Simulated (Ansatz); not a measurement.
Potential energy curve for GaH, singlet.

Level of theory: unrestricted PBE/aug-cc-pVTZ run with Ansatz (an electronic-structure program).

The batch members p0 to p7 hold the bond at 1.27, 1.35, 1.42, 1.51, 1.58, 1.62, 1.68, 1.73 Å.

Ansatz input:

Ansatz 0.2 input:
```yaml
# input.yaml
basis:
  gaussian: { orbitals: aug-cc-pvtz }
hamiltonian:
  xc: pbe
batch:
  members: [p0.yaml, p1.yaml, p2.yaml, p3.yaml, p4.yaml, p5.yaml, p6.yaml, p7.yaml]

# p4.yaml, one of the 8 members of this batch
crystal:
  periodic: [false, false, false]
  atoms:
    - { symbol: Ga, position_ang: [0.0, 0.0, 0.0] }
    - { symbol: H, position_ang: [0.0, 0.0, 1.58] }
total_charge: 0
magnetization:
  spin_polarized: true
```

Lines of the output on each member:

```
Member 1: Total energy: -52385.31230895 eV, -1925.1247193139 hartree
Member 3: Total energy: -52385.97034722 eV, -1925.1489017745 hartree
Member 0: Total energy: -52384.68766229 eV, -1925.1017639725 hartree
Member 2: Total energy: -52385.67875987 eV, -1925.1381861370 hartree
Member 4: Total energy: -52386.09415690 eV, -1925.1534516960 hartree
Member 5: Total energy: -52386.13402122 eV, -1925.1549166828 hartree
Member 7: Total energy: -52386.15700845 eV, -1925.1557614481 hartree
Member 6: Total energy: -52386.16027959 eV, -1925.1558816602 hartree
```

The unrestricted determinant behind UKS-PBE is spin-contaminated at 3.34 to 6.68 Å (<S²> up to 1.0, against 0.00 for a pure singlet).
